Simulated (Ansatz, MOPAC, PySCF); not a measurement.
Molecule: CH$_{4}$Al (charge 0, doublet). SMILES: [CH3][AlH]
Geometry from a B3LYP-D3(BJ)/def2-TZVP (Ansatz, a quantum-chemistry and plane-wave program) optimisation:
```xyz
6

Al    -0.1553    -0.7257    -0.2821
C      0.3902     1.0380     0.4148
H     -0.0854     1.2043     1.3877
H      0.0248     1.8209    -0.2590
H      1.4665     1.1625     0.5334
H     -1.7285    -0.9816    -0.4832
```
Charge 0, spin multiplicity 2.

Unscaled harmonic wavenumbers (cm⁻¹) in rising order, each level at the stationary point that it reaches from this structure (no distance between atoms moves by over 0.3 Å); the order of modes can differ between levels, and a negative number is imaginary. B3LYP-D3(BJ)/def2-TZVP (PySCF, at the structure above): 117, 459, 537, 606, 759, 1203, 1437, 1451, 1798, 3002, 3064, 3110.

PM6 (MOPAC): 65, 585, 847, 868, 927, 1242, 1257, 1283, 2467, 2707, 2714, 2790. Zero-point energy 25.4 against 25.1 kcal/mol; where all levels lie over 400 cm⁻¹, the wavenumbers are on average 1.123 times those of B3LYP-D3(BJ)/def2-TZVP.

HF/3-21G (Ansatz): 82, 509, 648, 693, 860, 1415, 1623, 1633, 1883, 3152, 3208, 3253. Zero-point energy 27.1 against 25.1 kcal/mol; where all levels lie over 400 cm⁻¹, the wavenumbers are on average 1.110 times those of B3LYP-D3(BJ)/def2-TZVP.

HF/6-31G* (Ansatz): 95, 498, 614, 636, 828, 1380, 1592, 1602, 1931, 3164, 3221, 3262. Zero-point energy 26.9 against 25.1 kcal/mol; where all levels lie over 400 cm⁻¹, the wavenumbers are on average 1.087 times those of B3LYP-D3(BJ)/def2-TZVP.

B3LYP/6-31G* (Ansatz): 114, 460, 560, 601, 780, 1247, 1473, 1487, 1803, 3021, 3085, 3134. Zero-point energy 25.4 against 25.1 kcal/mol; where all levels lie over 400 cm⁻¹, the wavenumbers are on average 1.016 times those of B3LYP-D3(BJ)/def2-TZVP.
